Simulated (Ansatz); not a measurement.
`CN[SiH2]S` and `CN[SiH3]` differ in one atom or group.

Ansatz, PBE0-D4/def2-TZVP geometries, multiplicity 1. Each molecule was computed in one conformer, which needn't be the lowest.

```json
{"property": "LUMO energy (ωB97M-V/def2-TZVPP) / eV", "`CN[SiH2]S`": "2.10"}
{"property": "HOMO energy (PBE/def2-TZVPP) / eV", "`CN[SiH2]S`": "-5.59"}
{"property": "HOMO–LUMO gap (ωB97M-V/def2-TZVPP) / eV", "`CN[SiH2]S`": "11.32"}
{"property": "size of the dipole moment (B3LYP/def2-TZVPP) / D", "`CN[SiH2]S`": "1.61"}
{"property": "LUMO energy (B3LYP/def2-TZVPP) / eV", "`CN[SiH2]S`": "0.14"}
{"property": "ideal-gas entropy at 298 K and 1 bar (rigid rotor, harmonic PBE0-D4/def2-TZVP) / J/(mol·K)", "`CN[SiH2]S`": "345"}
```

Question: What does the change do to each property? (An estimate is asked.)

Answer: Computed: 
```tsv
property	`CN[SiH3]`	shift
LUMO energy (ωB97M-V/def2-TZVPP) / eV	2.02	-0.08
HOMO energy (PBE/def2-TZVPP) / eV	-5.43	0.16
HOMO–LUMO gap (ωB97M-V/def2-TZVPP) / eV	11.15	-0.17
size of the dipole moment (B3LYP/def2-TZVPP) / D	1.26	-0.35
LUMO energy (B3LYP/def2-TZVPP) / eV	0.22	0.08
ideal-gas entropy at 298 K and 1 bar (rigid rotor, harmonic PBE0-D4/def2-TZVP) / J/(mol·K)	300	-45
```

With PBE0 the HOMO rises by 0.14 eV and the LUMO rises by 0.09 eV, so the gap narrows by about 0.05 eV. PBE moves the HOMO by 0.16 eV and ωB97M-V by 0.09 eV. The zero-point energy changes by -6.5 kJ/mol with -3 modes. Dipoles are sizes alone; their direction can turn.

B3LYP here is the variant with VWN-RPA as its local correlation; programs differ in this.

Positive LUMOs are unbound, so they and the gaps depend on the basis.
